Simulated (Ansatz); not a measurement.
Cost and result for the atomization energy of `NC1[O][Al]([SH])[SiH2]1` (12 atoms, 12 bonds).

Z-matrix (Å, degrees):
```
C
O 1 1.458
Al 1 2.535 2 40.8
Si 1 1.947 2 103.8 3 -0.9
N 1 1.424 2 113.8 3 -124.8
H 1 1.095 2 106.7 3 116.0
S 3 2.177 1 158.2 2 4.8
H 4 1.488 1 114.3 2 118.5
H 4 1.490 1 112.7 2 -116.5
H 5 1.014 1 110.9 2 -53.8
H 5 1.012 1 112.2 2 66.8
H 7 1.345 3 91.6 1 177.4
```

Total charge 0; spin multiplicity 1. Geometry: relaxed with PBE0-D4/def2-TZVP. It is one conformer, not always the lowest. Program: Ansatz. All runs use 2 threads of an AMD EPYC 7R13 on a shared host and a share of an NVIDIA H100 80 GB. Times are those of one run each, without the atoms' runs, and a repeat can differ threefold. Electronic energies, without spin–orbit coupling; frozen cores. CCSD(T)/CBS adds CCSD(T) − MP2 in def2-TZVPP to the MP2 limit, and its time is that of the two runs behind it. T1 = 0.015. B3LYP takes the VWN-RPA correlation (the form of Gaussian; ORCA's B3LYP/G).

CCSD(T)/CBS is a level of theory with its own doubt, some kJ/mol a heavy atom from the limit and from the frozen cores, so smaller differences don't rank the functionals.

```json
{"level": "B3LYP-D4/def2-TZVPP (with forces)", "functions": "303", "wall time": "4.2 s", "atomization (kcal/mol)": "984.5", "difference from CCSD(T)/CBS": "-4.6", "per bond": "-0.4"}
{"level": "PBE-D4/def2-TZVPP (with forces)", "functions": "303", "wall time": "6.5 s", "atomization (kcal/mol)": "1009.5", "difference from CCSD(T)/CBS": "20.4", "per bond": "1.7"}
{"level": "PBE0-D4/def2-TZVPP", "functions": "303", "wall time": "6.5 s", "atomization (kcal/mol)": "987.3", "difference from CCSD(T)/CBS": "-1.8", "per bond": "-0.1"}
{"level": "r2SCAN-D4/def2-TZVPP (with forces)", "functions": "303", "wall time": "8 s", "atomization (kcal/mol)": "991.9", "difference from CCSD(T)/CBS": "2.8", "per bond": "0.2"}
{"level": "ωB97M-V/def2-TZVPP (with forces)", "functions": "303", "wall time": "10 s", "atomization (kcal/mol)": "992.9", "difference from CCSD(T)/CBS": "3.8", "per bond": "0.3"}
{"level": "ωB97X-V/def2-TZVPP", "functions": "303", "wall time": "11 s", "atomization (kcal/mol)": "996.0", "difference from CCSD(T)/CBS": "6.9", "per bond": "0.6"}
{"level": "MP2/def2-QZVPP", "functions": "561", "wall time": "13 s", "atomization (kcal/mol)": "993.8", "difference from CCSD(T)/CBS": "4.7", "per bond": "0.4"}
{"level": "B2PLYP/def2-TZVPP", "functions": "303", "wall time": "13 s", "atomization (kcal/mol)": "972.5", "difference from CCSD(T)/CBS": "-16.6", "per bond": "-1.4"}
{"level": "CCSD(T)/def2-TZVPP", "functions": "303", "wall time": "15 s", "atomization (kcal/mol)": "956.7", "difference from CCSD(T)/CBS": "-32.4", "per bond": "-2.7"}
{"level": "CCSD(T)/CBS(def2)", "functions": "–", "wall time": "27 s", "atomization (kcal/mol)": "989.1", "difference from CCSD(T)/CBS": "0.0", "per bond": "0.0"}
```

In def2-TZVPP, CCSD(T) changes the Hartree–Fock value by +279.2 kcal/mol (the triples alone add +18.9 kcal/mol) and MP2 by +297.1 kcal/mol; breaking electron pairs costs correlation energy, which Hartree–Fock lacks. The D4 term adds +11.8 kcal/mol with B3LYP and +6.2 kcal/mol with PBE0; it sums over pairs of atoms, weighted by their polarisabilities, and B3LYP, whose exchange is more repulsive, gets the larger term. From PBE to PBE0 (25 % exact exchange), in def2-TZVPP and without D4, the atomization energy moves by −21.1 kcal/mol: exact exchange takes away binding that semilocal exchange gives to molecules.
